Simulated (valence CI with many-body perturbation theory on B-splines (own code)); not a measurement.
## Forbidden lines of Bi I

Method: configuration interaction combined with many-body perturbation theory (CI+MBPT): five valence electrons over a frozen Dirac-Fock core [Xe] 4f14 5d10, radial functions for each j: 10 s, 10 p, 9 d, 7 f, 4 g, 2 h, with the one-electron correlation potential Σ1 (screened to all orders), the two-electron term Σ2, the three-electron term Σ3, Breit, model QED; selected single and double excitations, second order for the rest, scaled by the run's own slope (own B-spline code, finite nucleus).

Against 16 measured levels this calculation errs by 234 cm⁻¹ on average and by 549 at most. These come from a selection out of the NIST Handbook of Basic Atomic Spectroscopic Data. Levels without a partner in it may be off by more. Among the levels kept, up to 380 cm⁻¹ of a level comes from second order outside the variational space, and about a tenth of that is noise between levels of different J, which matters for small intervals.

Lines 1 to 14 of 14 in falling wavelength, among levels below 6.591 eV, chosen from the decays that carry over 1 % of a level's rate. Wavelengths and rates use the calculated energies, so an error of 200 cm⁻¹ moves a line at 983.9 nm by 2 % and its rate by three times that or more. Electric multipoles are in the length gauge, E1 and E2 with the static RPA response of the core. S is in atomic units (e²a₀⁴ for E2 and M2, e²a₀⁶ for E3), for M1 in squared Bohr magnetons. Weak lines are less certain than strong ones. Lines between different terms over intervals too small for the method are left out, as are lines whose strength nearly cancels.

Levels are named by their leading jj configuration (3d3/2^4 stands for four electrons in 3d with j = 3/2), which in mixed levels can hold well under half, so a name can repeat and another be missing.

```tsv
λ vac (nm)	λ from measured levels	Upper	Lower	Type	A (s⁻¹)	S (a.u.)
2496	2489	(6s^2 6p1/2 6p3/2^2) J=5/2	(6s^2 6p1/2 6p3/2^2) J=3/2	M1	4.13e-01	1.43e+00
983.9	976.4	(6s^2 6p1/2 6p3/2^2) J=1/2	(6s^2 6p1/2 6p3/2^2) J=3/2	M1	1.32e+00	9.30e-02
983.9	976.4	(6s^2 6p1/2 6p3/2^2) J=1/2	(6s^2 6p1/2 6p3/2^2) J=3/2	E2	5.94e-01	9.79e+01
866.5	875.7	(6s^2 6p1/2 6p3/2^2) J=3/2	(6s^2 6p1/2^2 6p3/2) J=3/2	M1	3.07e+01	2.96e+00
853.6	869.3	(6s^2 6p3/2^3) J=3/2	(6s^2 6p1/2 6p3/2^2) J=1/2	M1	9.12e+00	8.41e-01
643.2	647.8	(6s^2 6p1/2 6p3/2^2) J=5/2	(6s^2 6p1/2^2 6p3/2) J=3/2	M1	5.73e+00	3.39e-01
643.2	647.8	(6s^2 6p1/2 6p3/2^2) J=5/2	(6s^2 6p1/2^2 6p3/2) J=3/2	E2	1.39e+00	8.18e+01
559.5	564.1	(6s^2 6p3/2^3) J=3/2	(6s^2 6p1/2 6p3/2^2) J=5/2	M1	2.32e+01	6.02e-01
559.5	564.1	(6s^2 6p3/2^3) J=3/2	(6s^2 6p1/2 6p3/2^2) J=5/2	E2	9.11e+00	1.79e+02
460.7	461.7	(6s^2 6p1/2 6p3/2^2) J=1/2	(6s^2 6p1/2^2 6p3/2) J=3/2	M1	5.03e+01	3.65e-01
460.7	461.7	(6s^2 6p1/2 6p3/2^2) J=1/2	(6s^2 6p1/2^2 6p3/2) J=3/2	E2	4.18e+00	1.55e+01
457.1	459.9	(6s^2 6p3/2^3) J=3/2	(6s^2 6p1/2 6p3/2^2) J=3/2	M1	1.10e+02	1.56e+00
457.1	459.9	(6s^2 6p3/2^3) J=3/2	(6s^2 6p1/2 6p3/2^2) J=3/2	E2	3.67e+00	2.61e+01
299.2	301.5	(6s^2 6p3/2^3) J=3/2	(6s^2 6p1/2^2 6p3/2) J=3/2	M1	9.49e+00	3.77e-02
```
